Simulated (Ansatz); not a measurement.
Spectroscopic constants of CdH, multiplicity 2 (lowest of 2S+1 = 2, 4 at CCSD(T)/def2-TZVPP on PBE0 minima; our sources give no spin for the ground state, which may be another). No spin–orbit coupling.

Constants: fifth-degree fit in 1/R to seven points, most abundant isotopes. In def2 and cc sets the state is the lowest found near the PBE0 minimum, followed along R.

Codes used: Ansatz (Gaussian basis) for Hartree–Fock, density functionals and correlated methods. Each number belongs to the level named beside it. In def2 rows elements past Kr take small-core potentials, without spin–orbit coupling.

```json
[
 {"level": "SVWN5/def2-TZVPP", "r_e (Å)": "1.760", "ω_e (cm⁻¹)": "1386", "α_e (cm⁻¹)": "0.25", "ω_e x_e (cm⁻¹)": "49", "dipole (D)": "0.39"},
 {"level": "PBE/def2-TZVPP", "r_e (Å)": "1.788", "ω_e (cm⁻¹)": "1320", "α_e (cm⁻¹)": "0.25", "ω_e x_e (cm⁻¹)": "51", "dipole (D)": "0.55"},
 {"level": "r2SCAN/def2-TZVPP", "r_e (Å)": "1.765", "ω_e (cm⁻¹)": "1399", "α_e (cm⁻¹)": "0.25", "ω_e x_e (cm⁻¹)": "52", "dipole (D)": "0.62"},
 {"level": "B97M-V/def2-TZVPP", "r_e (Å)": "1.811", "ω_e (cm⁻¹)": "1292", "α_e (cm⁻¹)": "0.24", "ω_e x_e (cm⁻¹)": "45", "dipole (D)": "0.93"},
 {"level": "B3LYP/def2-TZVPP", "r_e (Å)": "1.793", "ω_e (cm⁻¹)": "1320", "α_e (cm⁻¹)": "0.26", "ω_e x_e (cm⁻¹)": "53", "dipole (D)": "0.68"},
 {"level": "PBE0/def2-TZVPP", "r_e (Å)": "1.770", "ω_e (cm⁻¹)": "1412", "α_e (cm⁻¹)": "0.23", "ω_e x_e (cm⁻¹)": "49", "dipole (D)": "0.66"},
 {"level": "BHLYP/def2-TZVPP", "r_e (Å)": "1.778", "ω_e (cm⁻¹)": "1408", "α_e (cm⁻¹)": "0.24", "ω_e x_e (cm⁻¹)": "52", "dipole (D)": "0.81"},
 {"level": "CAM-B3LYP/def2-TZVPP", "r_e (Å)": "1.766", "ω_e (cm⁻¹)": "1426", "α_e (cm⁻¹)": "0.24", "ω_e x_e (cm⁻¹)": "50", "dipole (D)": "0.70"},
 {"level": "wB97X-V/def2-TZVPP", "r_e (Å)": "1.755", "ω_e (cm⁻¹)": "1503", "α_e (cm⁻¹)": "0.21", "ω_e x_e (cm⁻¹)": "43", "dipole (D)": "0.78"},
 {"level": "wB97M-V/def2-TZVPP", "r_e (Å)": "1.753", "ω_e (cm⁻¹)": "1496", "α_e (cm⁻¹)": "0.21", "ω_e x_e (cm⁻¹)": "45", "dipole (D)": "0.69"},
 {"level": "B2PLYP/def2-TZVPP", "r_e (Å)": "1.768", "ω_e (cm⁻¹)": "1396", "α_e (cm⁻¹)": "0.26", "ω_e x_e (cm⁻¹)": "56", "dipole (D)": "-"},
 {"level": "CCSD/def2-TZVPP", "r_e (Å)": "1.749", "ω_e (cm⁻¹)": "1479", "α_e (cm⁻¹)": "0.24", "ω_e x_e (cm⁻¹)": "52", "dipole (D)": "-"},
 {"level": "CCSD/def2-QZVPP", "r_e (Å)": "1.754", "ω_e (cm⁻¹)": "1469", "α_e (cm⁻¹)": "0.22", "ω_e x_e (cm⁻¹)": "48", "dipole (D)": "-"},
 {"level": "CCSD(T)/def2-TZVPP", "r_e (Å)": "1.748", "ω_e (cm⁻¹)": "1466", "α_e (cm⁻¹)": "0.25", "ω_e x_e (cm⁻¹)": "54", "dipole (D)": "-"},
 {"level": "CCSD(T)/def2-QZVPP", "r_e (Å)": "1.754", "ω_e (cm⁻¹)": "1449", "α_e (cm⁻¹)": "0.23", "ω_e x_e (cm⁻¹)": "50", "dipole (D)": "-"},
 {"level": "CCSD(T)/CBS(def2-TZVPP, def2-QZVPP)", "r_e (Å)": "1.760", "ω_e (cm⁻¹)": "1432", "α_e (cm⁻¹)": "0.23", "ω_e x_e (cm⁻¹)": "48", "dipole (D)": "-"}
]
```

Correlated levels freeze the inner cores; with def2 sets outer-core shells near the valence are correlated too. CBS: X⁻³ extrapolation of the correlation energy, Hartree–Fock from the larger set.

Ansatz is a quantum-chemistry and plane-wave program.
